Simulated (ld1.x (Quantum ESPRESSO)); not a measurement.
# What one change does to a pseudopotential (Cu, RRKJ)

ld1.x (Quantum ESPRESSO) 7.5 input, shortened:

```
&input
   title='Cu', zed=29., rel=1, dft='PBESOL', iswitch=3,
   config='[Ar] 3d10 4s1 4p0'
 /
 &inputp
   pseudotype=2, tm=.false., lloc=0,
   nlcc=.true., new_core_ps=.true., rcore=0.90
 /
3
4P  2  1   0.00   0.00  2.15  2.15  0.0
3D  3  2  10.00   0.00  1.15  1.15  0.0
4S  1  0   1.00   0.00  2.10  2.10  0.0
 &test
   configts(1)='3d10 4s1 4p0'
 /
```

Change: reference 3d9 4s0 4p0.

Cutoffs: the cutoffs (Ry, on a coarse ladder) from which the occupation-weighted sum of valence levels, in a spherical-Bessel basis at the reference potential, stays within 10 and 1 mRy of its value at 400 Ry; they do not see the model core or the augmentation charge, which bear on the density cutoff. Errors are all-electron minus pseudo energies relative to the spin-unpolarised reference configuration.

Q: What does the change do?

A: The potential gets neither clearly harder nor softer (140 Ry and 200 Ry → 140 Ry and 200 Ry); the range in which the s phases agree narrows (upper end 3.5 → 2.1); the range in which the d phases agree narrows (upper end 0.9 → -0.7); neither file shows a bound ghost.

| quantity | base | changed |
| --- | --- | --- |
| cutoff, loose | 140 Ry | 140 Ry |
| cutoff, tight | 200 Ry | 200 Ry |
| bound ghosts | none | none |
| largest error over its own tests, meV | -3965 | -2490 |
| s: phases at 2.34 bohr within 0.05 rad from the reference energy up to (Ry; the scan ends near 5) | 3.5 | 2.1 |
| p: phases at 2.34 bohr within 0.05 rad from the reference energy up to (Ry; the scan ends near 5) | to the end of the scan | to the end of the scan |
| d: phases at 2.34 bohr within 0.05 rad from the reference energy up to (Ry; the scan ends near 5) | 0.9 | -0.7 |
